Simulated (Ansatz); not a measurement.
Gas-phase electronic energies from Ansatz, PBE0-D4/def2-TZVP geometries. CCSD(T)/CBS is the MP2 limit (def2-TZVPP, def2-QZVPP) plus CCSD(T) − MP2 in def2-TZVPP, frozen cores. This one scheme is used for every species, atoms too. Functionals use def2-TZVPP. No spin–orbit coupling; open shells (•) take unrestricted orbitals. Spin–orbit coupling would lower the free atoms: a little for C, O; strongly for In. Elements past krypton have def2 core potentials. Bonds to In are less sure, by a few kJ/mol each and by 10 to 20 or more in all where they break to atoms, as the def2 sets lack core-valence functions. One conformer a species, not always the lowest.

Consider the atomization: `C[O][In]([OH])[OH]` → C• + 5 H• + In• + 3 O•.

`C[O][In]([OH])[OH]`:

```xyz
10

C     0.758    0.427   -1.724
O     0.076   -0.568   -0.998
In   -0.438   -0.325    0.889
O    -1.392   -1.774    1.829
O    -0.003    1.352    1.833
H     1.738    0.670   -1.293
H     0.924    0.051   -2.738
H     0.188    1.361   -1.803
H    -1.542   -2.534    1.260
H    -0.309    1.340    2.744
```

```csv
level,ΔE (kcal/mol)
PBE-D4,846.1
ωB97M-V,828.1
PBE,842.3
SCS-MP2/def2-QZVPP,839.5
```

(1) What does CCSD(T)/CBS give? (An estimate is asked.)

Largest T1 diagnostic among the species: 0.017.

Results:

(1) Computed: +836.6 kcal/mol. The listed levels differ from it by 9.5, -8.5, 5.7, 2.9 kcal/mol.

From PBE to PBE0 (25 % exact exchange), in def2-TZVPP and without D4, ΔE moves by −27.9 kcal/mol: exact exchange takes away binding that semilocal exchange gives to molecules. The D4 term adds +6.2 kcal/mol with B3LYP and +3.3 kcal/mol with PBE0; it sums over pairs of atoms, weighted by their polarisabilities, and B3LYP, whose exchange is more repulsive, gets the larger term. In def2-TZVPP, CCSD(T) changes the Hartree–Fock value by +259.9 kcal/mol (the triples alone add +16.9 kcal/mol) and MP2 by +282.1 kcal/mol; breaking electron pairs costs correlation energy, which Hartree–Fock lacks.

B3LYP here is the variant with VWN-RPA as its local correlation; programs differ in this.

For atomizations the MP2-based limit and the directly extrapolated one differ by several kJ/mol either way, and by 10 to 25 for some Ge, Se and Sn compounds, so smaller differences from it don't rank the levels.
